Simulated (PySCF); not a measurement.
An unknown gives this computed stick spectrum. Method: PySCF, TDDFT PBE0/def2-SVPD, vertical, gas phase, core orbitals frozen in the response. Geometries: GFN2-xTB, one conformer each.

```json
{"state": "S1", "E (eV)": "6.28", "f": "0.019"}
{"state": "S2", "E (eV)": "6.51", "f": "0.091"}
{"state": "S3", "E (eV)": "6.79", "f": "0.013"}
{"state": "S4", "E (eV)": "7.05", "f": "0.091"}
{"state": "S5", "E (eV)": "7.12", "f": "0.188"}
{"state": "S6", "E (eV)": "7.36", "f": "0.024"}
{"state": "S7", "E (eV)": "7.44", "f": "0.115"}
{"state": "S8", "E (eV)": "7.61", "f": "0.023"}
```

Orbital energies (eV): HOMO-3 -9.43, HOMO-2 -8.96, HOMO-1 -8.65, HOMO -7.28, LUMO -0.04, LUMO+1 0.09, LUMO+2 0.33.

**Question.** Which structure fits? All have the formula C3H8Cl2OSi2.
A. `C=CO[SiH2][Si@H](Cl)CCl`
B. `C=CO[Si@H](Cl)C[SiH2]Cl`
C. `C=CO[Si@@H](Cl)[SiH2]CCl`

**Answer.** B. Its S1, at 6.28 eV, is the highest among the candidates; the nearest of the others has S1 at 5.65 eV. S1 is HOMO→LUMO (83%), HOMO→LUMO+1 (13%). Löwdin shares by element: HOMO carbon 64% or more, oxygen 21%; LUMO silicon 28%, chlorine 27% (atoms not listed hold the other 45%). At the same level the other candidates give, for their lowest levels:
- `C=CO[SiH2][Si@H](Cl)CCl`: 5.18 eV (f 0.003); 5.59 eV (f 0.052); 6.06 eV (f 0.015); 6.20 eV (f 0.030); 6.49 eV (f 0.038); T1 4.23 eV; HOMO -7.14, LUMO -0.92 eV
- `C=CO[Si@@H](Cl)[SiH2]CCl`: 5.65 eV (f 0.065); 5.87 eV (f 0.016); 6.35 eV (f 0.010); 6.53 eV (f 0.007); 6.61 eV (f 0.035); T1 4.25 eV; HOMO -7.27, LUMO -0.75 eV

Conformer computed: `[CH2:1]=[CH:2][O:3][Si@H:4]([Cl:5])[CH2:6][SiH2:7][Cl:8]`: C1–C2–O3–Si4 -165°, C2–O3–Si4–Cl5 -37°, O3–Si4–C6–Si7 -31°, Si4–C6–Si7–Cl8 -171°.
Triplets come from the Tamm–Dancoff approximation.
